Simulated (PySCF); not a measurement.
CH7InN2O, SMILES C[O][In]([NH2])[NH2].

Coordinates come from a B3LYP-D3(BJ)/def2-SVP optimisation. The structure was generated by enumeration; whether it is a known compound was not checked. The def2 effective core potentials stand for the cores of In; spin–orbit coupling is left out. The values are those of a single conformer.

Computed with IEF-PCM-B3LYP/def2-SVP (PySCF).

The values are the electrostatic part of the solvation free energy, E(continuum) − E(gas) at the gas-phase geometry, in a cavity of scaled van der Waals radii (PySCF's table); cavitation and dispersion terms are not included. A continuum can't describe solvent molecules that bind to the metal. In vacuum the orbital gap is 5.27 eV. The dipole moment in vacuum is 2.90 D.

Computed values in water (ε = 78.36), acetonitrile (ε = 35.69), dichloromethane (ε = 8.93):
```
solvent              ε  ΔG(elec) (kcal/mol)  dipole (D)  gap (eV)
---------------  -----  -------------------  ----------  --------
water            78.36                 -9.9        3.77      5.47
acetonitrile     35.69                 -9.6        3.74      5.46
dichloromethane   8.93                 -8.2        3.60      5.44
```
